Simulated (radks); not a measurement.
Initial-state core-level shifts of the scandium ion Sc+ when its valence configuration changes from [Ar] 3d1 4s1. All-electron calculation, scalar-relativistic Kohn-Sham, PBE, spin-polarised, spherical densities, point nucleus; open shells are filled with parallel spins first. Program: a radial shooting solver on a logarithmic mesh with Libxc functionals. Shifts are changes of the shell-averaged eigenvalues in eV (positive: less bound).

valence              1s      2s      3s      3p
3d2              +4.154  +4.872  +4.308  +4.097
3d0.5 4s1 4p0.5  -3.228  -3.684  -3.195  -3.052
3d1.5 4s0.5      +2.268  +2.661  +2.320  +2.204
4s2              -5.759  -6.740  -5.597  -5.313
3d1 4s0.5 4p0.5  -0.603  -0.590  -0.597  -0.590
3d1.5 4p0.5      +1.680  +2.096  +1.736  +1.624
4s1 4p1          -6.774  -7.770  -6.599  -6.294
3d1 4p1          -1.203  -1.175  -1.188  -1.175
